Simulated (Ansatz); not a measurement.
CH$_{7}$FOSi$_{2}$ (`C[Si](O)(F)[SiH3]`), relaxed with RKS PBE0-D4/def2-TZVP in Ansatz from a PBE-D4/def2-SVP geometry. The force threshold is 0.005 eV/Å; the program also tests the step.

Total charge 0; spin multiplicity 1.

Start:

```xyz
12

C     0.366    1.548    0.723
Si    0.490    0.026   -0.367
O     1.746   -0.989    0.079
F     0.758    0.576   -1.900
Si   -1.424   -1.334   -0.397
H    -0.475    2.194    0.396
H     1.295    2.154    0.666
H     0.198    1.268    1.782
H     2.612   -0.562    0.213
H    -2.612   -0.531   -0.859
H    -1.715   -1.846    0.989
H    -1.240   -2.503   -1.324
```

```
step  energy (eV)  largest force (eV/Å)  largest move (Å)
   1  -21664.1490                 1.230             0.000
   2  -21664.2082                 0.741             0.033
   3  -21664.2259                 0.103             0.025
   4  -21664.2269                 0.079             0.021
   5  -21664.2284                 0.038             0.029
   6  -21664.2285                 0.009             0.006
   7  -21664.2285                 0.002             0.003
```

End:

```xyz
12

C     0.367    1.535    0.714
Si    0.487    0.031   -0.368
O     1.727   -0.948    0.071
F     0.749    0.573   -1.860
Si   -1.420   -1.328   -0.396
H    -0.456    2.178    0.393
H     1.288    2.124    0.666
H     0.195    1.252    1.755
H     2.594   -0.563    0.210
H    -2.594   -0.539   -0.858
H    -1.705   -1.827    0.977
H    -1.231   -2.489   -1.305
```

It took 29 s on 4 threads of an Arm Neoverse V1 on a shared host, with 0.57 GiB of host memory at the peak.
